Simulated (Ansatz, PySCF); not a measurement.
System: PH$_{4}$, charge 0, multiplicity 2. SMILES: [H][P@TB5]([H])([H])[H]
Geometry: optimised at B3LYP-D3(BJ)/def2-TZVP (Ansatz, a first-principles code).

Quantity: atomisation energy (electronic, to ground-state atoms), in kcal/mol. Valence correlation only, unless marked. Open shells are spin-unrestricted. No spin-orbit coupling. No relativistic terms. The coupled-cluster limit lacks core correlation, which all-electron functionals hold. CBS(X,Y): correlation extrapolated as X^-3; Hartree-Fock from the larger set.

```json
[
 {"level": "TPSS-D3(BJ)/def2-TZVPD", "program": "PySCF + dftd3", "atomisation energy (kcal/mol)": "___"},
 {"level": "B3LYP/def2-TZVPD", "program": "Ansatz", "atomisation energy (kcal/mol)": "256.3"},
 {"level": "LC-wPBE-D4/def2-TZVPD", "program": "Ansatz + dftd4", "atomisation energy (kcal/mol)": "246.4"},
 {"level": "B2GP-PLYP/def2-TZVPD", "program": "Ansatz", "atomisation energy (kcal/mol)": "244.8"},
 {"level": "SCS-MP2/6-31G", "program": "Ansatz", "atomisation energy (kcal/mol)": "158.3"},
 {"level": "SCS-MP2/6-31G*", "program": "Ansatz", "atomisation energy (kcal/mol)": "194.7"},
 {"level": "CCSD(T)/CBS(def2-TZVPPD,def2-QZVPPD)", "program": "Ansatz", "atomisation energy (kcal/mol)": "___"}
]
```

**Question.** What belongs in the gaps?

**Answer.** 
- TPSS-D3(BJ)/def2-TZVPD, atomisation energy (kcal/mol): 266.4
- CCSD(T)/CBS(def2-TZVPPD,def2-QZVPPD), atomisation energy (kcal/mol): 250.6
